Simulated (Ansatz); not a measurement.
Z-matrix (Å, degrees):
```
C
N 1 1.438
F 1 1.337 2 114.5
Se 1 2.031 2 93.0 3 -121.2
H 1 1.092 2 112.5 3 126.8
C 2 1.274 1 98.4 3 126.1
H 6 1.087 2 126.0 1 173.7
```

Charge 0, multiplicity 1.

List the PBE0/def2-TZVPP orbital energies in eV (Ansatz 0.2.0). (An estimate is asked.)

The calculation gave: Occupied: -12362.14, -1584.93, -1421.97, -1421.94, -1421.88, -674.80, -391.98, -282.43, -280.84, -215.35, -158.94, -158.84, -158.65, -58.95, -58.94, -58.77, -58.69, -58.66, -34.89, -27.59, -20.38, -19.85, -16.64, -15.47, -14.45, -13.37, -12.46, -11.50, -10.58, -9.41, -7.93, -7.12. Lowest empty: -1.48, -1.07, 1.11, 1.93, 2.53, 2.96, 3.58, 3.97.
